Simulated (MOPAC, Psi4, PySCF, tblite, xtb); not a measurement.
Dimer HCl ··· Na+ (SMILES Cl and [Na+]) (charge +1) at R = 2.51 Å between the centres of mass, closest contact 2.48 Å (lowest of the rigid-body minima from ten starts at GFN2-xTB). Geometry in Å and degrees:

```
Cl
H 1 1.2820
Na 1 2.4806 2 159.04
```

GFN2-xTB (tblite); SAPT0/jun-cc-pVDZ, all electrons correlated (Psi4); B3LYP/def2-TZVP, counterpoise-corrected (Psi4); B3LYP-D3(BJ)/def2-TZVP, counterpoise-corrected (Psi4); PBE/def2-TZVP, counterpoise-corrected (Psi4); PBE-D3(BJ)/def2-TZVP, counterpoise-corrected (Psi4); wB97X-D/def2-TZVP, counterpoise-corrected (Psi4); HF/aug-cc-pVTZ, counterpoise-corrected (Psi4); MP2/aug-cc-pVTZ = Psi4 with DF-MP2/aug-cc-pVTZ, all electrons correlated, counterpoise-corrected; SCS-MP2/aug-cc-pVTZ = DF-SCS-MP2/aug-cc-pVTZ, all electrons correlated, counterpoise-corrected in Psi4 1.11; MP2/aug-cc-pVDZ = DF-MP2/aug-cc-pVDZ, all electrons correlated, counterpoise-corrected in Psi4; CCSD/aug-cc-pVDZ = DF-CCSD/aug-cc-pVDZ, all electrons correlated, counterpoise-corrected run with Psi4 1.11; CCSD(T)/aug-cc-pVDZ = Psi4 1.11 with DF-CCSD(T)/aug-cc-pVDZ, all electrons correlated, counterpoise-corrected; AM1, restricted, heats of formation (MOPAC); PM6, restricted, heats of formation (MOPAC); GFN1-xTB (xtb); RKS-B3LYP/6-31G* = restricted B3LYP/6-31G*, spherical d, no counterpoise correction run with PySCF; RHF/LANL2DZ = PySCF with restricted Hartree-Fock/LANL2DZ, with its core potentials past Ne, no counterpoise correction; RKS-M06-2X/6-31G* = restricted M06-2X/6-31G*, spherical d, no counterpoise correction run with PySCF; RKS-B3LYP/3-21G = restricted B3LYP/3-21G, no counterpoise correction (PySCF).

What interaction energy does each level give?


| method | E_int / kcal/mol |
|---|---|
| GFN2-xTB | -24.26 |
| GFN1-xTB | -17.25 |
| RKS-B3LYP/3-21G | -12.29 |
| RHF/LANL2DZ | -8.28 |
| RKS-M06-2X/6-31G* | -6.91 |
| RKS-B3LYP/6-31G* | -6.61 |
| B3LYP-D3(BJ)/def2-TZVP | -6.56 |
| PBE-D3(BJ)/def2-TZVP | -6.25 |
| PBE/def2-TZVP | -5.71 |
| B3LYP/def2-TZVP | -5.38 |
| HF/aug-cc-pVTZ | -3.89 |
| MP2/aug-cc-pVTZ | -3.87 |
| wB97X-D/def2-TZVP | -3.71 |
| SCS-MP2/aug-cc-pVTZ | -3.70 |
| SAPT0/jun-cc-pVDZ | -2.98 |
| MP2/aug-cc-pVDZ | -2.93 |
| CCSD/aug-cc-pVDZ | -2.82 |
| CCSD(T)/aug-cc-pVDZ | -2.72 |
| AM1 | 4.04 |
| PM6 | 4.08 |
